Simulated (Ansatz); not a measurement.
Compare A (`C[CH](C)[GeH]`) with its isomer B (`[CH3][GeH]1[CH2][CH2]1`).

Calculated with Ansatz (gas phase, PBE0-D4/def2-TZVP geometries, no zero-point term in ΔE). CCSD(T)/CBS is the MP2 limit (def2-TZVPP, def2-QZVPP) plus CCSD(T) − MP2 in def2-TZVPP, frozen cores. Functionals use def2-TZVPP. B3LYP here is the variant with VWN-RPA as its local correlation; programs differ in this. For Ge outer-core shells are correlated without core-valence functions, which leaves a few kJ/mol of doubt a bond. Scalar relativity is left out up to krypton.

A:

Z-matrix (Å, degrees):
```
C
C 1 1.519
H 1 1.094 2 112.4
H 1 1.094 2 110.8 3 120.4
H 1 1.097 2 111.1 3 -119.9
C 2 1.528 1 111.7 3 -179.5
Ge 2 2.004 1 114.5 3 -60.6
H 2 1.096 1 109.5 3 60.1
H 6 1.094 2 111.1 1 57.3
H 6 1.096 2 110.8 1 -61.9
H 6 1.096 2 112.9 1 178.6
H 7 1.602 2 92.3 1 -50.5
```

B:

Z-matrix (Å, degrees):
```
C
Ge 1 1.943
H 1 1.090 2 110.8
H 1 1.090 2 110.7 3 120.9
H 1 1.091 2 108.8 3 -119.5
C 2 1.941 1 119.2 3 146.3
C 2 1.941 1 119.2 3 92.5
H 2 1.528 1 117.8 3 -60.6
H 6 1.085 2 118.6 1 147.2
H 6 1.085 2 118.0 1 5.0
H 7 1.085 2 118.6 1 -147.2
H 7 1.085 2 118.0 1 -5.0
```

Which isomer does CCSD(T)/CBS put lower? Give the gap. (An estimate is asked.)

The calculation gave: B, by 18.3 kJ/mol.

Give E(B) − E(A) in kJ/mol with PBE0-D4, CCSD(T)/def2-TZVPP, CCSD/def2-TZVPP, B2PLYP, r2SCAN-D4, B3LYP-D4, HF/def2-TZVPP. (Best estimate.)

The calculation gave: PBE0-D4 -18.9, CCSD(T)/def2-TZVPP -23.8, CCSD/def2-TZVPP -18.5, B2PLYP -14.6, r2SCAN-D4 -28.5, B3LYP-D4 3.2, HF/def2-TZVPP 8.9. The order is the other way round with B3LYP-D4, HF/def2-TZVPP.

Largest T1 diagnostic: 0.011.

In def2-TZVPP, CCSD(T) changes the Hartree–Fock value by −32.8 kJ/mol (the triples alone add −5.3 kJ/mol) and MP2 by −47.9 kJ/mol. The D4 term adds +5.9 kJ/mol with B3LYP and +2.9 kJ/mol with PBE0; it sums over pairs of atoms, weighted by their polarisabilities, and B3LYP, whose exchange is more repulsive, gets the larger term.
